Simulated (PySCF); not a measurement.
Species: (F2Al-mu-F)2.
Geometry (PBE0-D3(BJ)/def2-SVP, Å), atoms numbered from 1 in this order:
```
atom  x, y, z in Å
Al1   -0.1155   -0.7626   -1.1674
F2    -0.6127    0.0163   -2.5264
F3     0.2321   -2.3673   -1.0889
F4     1.1319    0.2145   -0.2843
Al5    0.1494    0.7414    1.1476
F6     0.6485   -0.0351    2.5070
F7    -0.1977    2.3456    1.0633
F8    -1.0977   -0.2385    0.2653
```

Computed with TDDFT CAM-B3LYP/def2-SVPD, vertical, gas phase, core orbitals frozen in the response (PySCF 2.14.0, density-fitted response routines).

Frontier orbitals with the atoms that hold most of them (Löwdin shares over 4%, at most four atoms; ? is withheld):

| orbital | ε (eV) | atoms |
| --- | --- | --- |
| LUMO+2 | 1.12 | Al5 18%, Al1 18%, F4 16%, F8 16% |
| LUMO+1 | 0.36 | Al1 32%, Al5 32%, F8 6%, F4 6% |
| LUMO | -0.80 | ? |
| HOMO | ? | F2 27%, F3 26%, F6 20%, F7 20% |
| HOMO-1 | -13.81 | ? |
| HOMO-2 | -13.91 | F2 25%, F3 24%, F6 22%, F7 21% |
| HOMO-3 | -14.00 | F6 25%, F7 25%, F2 22%, F3 22% |

Which atoms hold the LUMO, and with what shares?

Al5 (bonded to 4 F) 36%; Al1 (bonded to 4 F) 35%; F8 (bonded to 2 Al) 6%; F4 (bonded to 2 Al) 6%. By element: aluminium 71%, fluorine 12% or more.

Which atoms hold the HOMO-1, and with what shares?

F6 (bonded to Al) 27%; F7 (bonded to Al) 27%; F2 (bonded to Al) 21%; F3 (bonded to Al) 21%.

What is the HOMO energy, and the HOMO–LUMO gap?

ε(HOMO) = -13.75 eV; the gap is 12.95 eV (0.4759 hartree).

How does S1 compare with the orbital gap of 12.95 eV?

S1 is at 9.49 eV (f = 0.026), 3.46 eV below the gap, made of HOMO→LUMO (78%), HOMO-1→LUMO+1 (14%). Without the coupling terms of the response equations the lowest excitation would equal the gap.

One configuration dominates each of S1, S2 and S3. Which, and how do the shares of the two leading atoms of either orbital change from the occupied to the empty one?

- S1 (9.49 eV, f 0.026), HOMO→LUMO (78%): F2 27% → at most 6%, F3 26% → at most 6%, Al5 at most 7% → 36%, Al1 at most 7% → 35%
- S2 (9.53 eV, f 0.0000), HOMO-1→LUMO (76%): F6 27% → at most 6%, F7 27% → at most 6%, Al5 at most 4% → 36%, Al1 at most 4% → 35%
- S3 (9.62 eV, f 0.0000), HOMO-2→LUMO (78%): F2 25% → at most 6%, F3 24% → at most 6%, Al5 at most 9% → 36%, Al1 at most 9% → 35%

Löwdin shares depend on the basis, the more so with diffuse functions.

The run took 2.9 min (with the writing of density and orbital grids) on Intel Xeon Platinum 8259CL at 2.50 GHz, one thread, no GPU, shared host with 96 logical CPUs at a one-minute load of 95, and the process peaked at 1.0 GiB of memory.

One conformer stands for the species.
